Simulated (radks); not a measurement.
Q: These are the eigenvalues of the occupied orbitals of an atom or ion with whole-number occupations (eV). Calculated with a radial shooting solver on a logarithmic mesh with Libxc functionals: non-relativistic Kohn-Sham, exchange-only LDA, spin-polarised, spherical densities, point nucleus.

| orbital | eigenvalue |
|---|---|
| 1s up | -20289.66 |
| 1s down | -20289.65 |
| 2s up | -2843.342 |
| 2s down | -2842.683 |
| 2p up | -2626.681 |
| 2p down | -2626.180 |
| 3s up | -491.6460 |
| 3s down | -491.1678 |
| 3p up | -407.4823 |
| 3p down | -406.9611 |
| 3d up | -252.4043 |
| 3d down | -251.7131 |
| 4s up | -69.4096 |
| 4s down | -65.7667 |
| 4p up | -44.8246 |
| 4p down | -40.9882 |
| 4d up | -7.6215 |
| 5s up | -4.7887 |
| 5s down | -3.1948 |

Which element is it, and in what charge state? The configuration may be excited. Open shells, if any, are filled with parallel spins first.

A: Z = 43, technetium, charge 0: Tc in [Kr] 4d5 5s2. The list shows which subshells hold electrons but not how many an open one holds; the 1s level, -745.63 hartree, gives Z - s = 38.6 by -(Z - s)^2/2, which with screening narrows Z to a few neighbours, and the depths of the outer levels then fix element, charge and occupations together.
